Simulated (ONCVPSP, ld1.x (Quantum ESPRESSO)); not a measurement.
Potentials for Fe (Z = 26) compared

Generated with ld1.x 7.5 (TM, RRKJ, ultrasoft, PAW), atompaw 4.2 or ONCVPSP 4.0.1. The cutoff is in Ry: for ld1.x and atompaw files where the sum of valence levels is converged to 10 mRy in a Bessel basis, for ONCV files where the hardest occupied wave has 1 mHa per electron of residual kinetic energy. The error is the largest all-electron minus pseudo excitation energy over each file’s own four to seven test configurations (ionisations up to +4, promotions, holes and added fractions of an electron), all of which were solved. The labels leave out finer settings (local radius, basis sizes, second energies), which also bear on the numbers. Spin-polarised tests are not counted. The rows are a selection from randomly drawn settings: files with unsolved tests, undetermined cutoffs or missed reference levels are left out.

A true bound ghost makes a file unfit for plane-wave use even where its test errors are small: the radial tests pick states by their node count and pass the ghost by.

```csv
potential,cutoff (Ry),largest error (meV),bound ghosts
"ONCV, PBE, scalar-relativistic, rc 2.25/2.40/1.05 (spd), local smoothed, core correction yes, reference 3d6 4s1, qcut 3.2/3.5/14.8, projectors 2/2/2",165,-890,s
"ONCV, PW91, scalar-relativistic, rc 2.40/2.35/1.35 (spd), local smoothed, core correction yes, reference 3d6.5 4s1.5, qcut 3.4/3.1/9.9, projectors 2/2/3",88,-33,none
"ONCV, BLYP, scalar-relativistic, rc 1.60/1.30/1.80 (spd), local p, core correction yes, reference 3s2 3p6 3d6 4s1, qcut 6.3/13.2/10.7, projectors 2/0/1",75,+37,none
"ONCV, PBE, scalar-relativistic, rc 1.40/0.75/0.90 (spd), local smoothed, core correction no, reference 3s2 3p6 3d6 4s2, qcut 10.6/11.3/10.9, projectors 2/1/2",396,+24,none
"TM semilocal, PW91, scalar-relativistic, rc 1.95/1.00/1.85 (spd), local p, core correction no, reference 3p6 3d6 4s2 4p0",110,-455,none
"ONCV, PBE, scalar-relativistic, rc 2.30/1.70/1.20 (spd), local smoothed, core correction yes, reference 3d6 4s2, qcut 2.5/5.5/15.5, projectors 2/2/2",162,-246,p
"ONCV, PBEsol, fully relativistic, rc 1.45/1.30/0.95/1.55 (spdf), local smoothed, core correction yes, reference 3s2 3p6 3d6 4s2, qcut 9.4/8.5/18.9/7.4, projectors 2/2/3/1",227,-6.3,none
```

Problem. Fill in the row for Fe: ONCV, LDA (Perdew-Wang 92), fully relativistic, rc 1.10/0.80/1.85 (spd), local smoothed, core correction yes, reference 3s2 3p6 3d6 4s2, qcut 12.5/12/8.2, projectors 2/2/3.

Solution. cutoff 125 Ry, largest error +98 meV, bound ghosts: none.
